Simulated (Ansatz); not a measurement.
Basis-set extrapolation for `CC#[N+][B-](Cl)(Cl)Cl` (PBE0-D4/def2-TZVP geometry, frozen core, Ansatz 0.2.0). Multiplicity 1, RHF reference.

|  | def2-TZVPP | def2-QZVPP |
| --- | --- | --- |
| HF | -1535.331591 | -1535.376100 |
| MP2 correlation | -1.188309 | -1.288505 |
| CCSD(T) correlation | -1.300324 | not run |

Energies in hartree. Use E(X) = E(∞) + A·exp(−7.88·√X) for Hartree–Fock and E(X) = E(∞) + B·X^(−2.97) for correlation, with X = 3 and 4, and add CCSD(T) minus MP2 of the smaller set to the MP2 limit.

Question: What is the CCSD(T) energy at the basis-set limit?

Answer: HF limit: -1535.376100 + (-0.044509) × 0.13774 = -1535.38223. MP2 limit: -1.288505 + (-0.100196) × 0.74074 = -1.36272. Higher-order term: -1.300324 − (-1.188309) = -0.11201. Total: -1536.85696 hartree, 590.9 kJ/mol below CCSD(T)/def2-TZVPP.
